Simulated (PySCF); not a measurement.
Ionisation energy of Be+ by level of theory

Be+ [He] 2s1 (2S) → Be(2+) 1s2 (1S), as a difference of total energies. Calculation: PySCF 2.14, in aug-cc-pVDZ-DK; scalar relativity by spin-free X2C-1e. The calculations carry no spin-orbit coupling.

| method | ionisation energy (eV) |
| --- | --- |
| UHF | 18.094 |
| LDA | 18.177 |
| PBE | 18.432 |
| PBE0 | 18.404 |
| r2SCAN | 18.135 |
| PBEsol | 18.227 |
| wB97M-V | 18.220 |
| BLYP | 18.466 |
| B3LYP | 18.550 |

For comparison: 18.211 eV (measured; NIST Atomic Spectra Database, ionization energies).
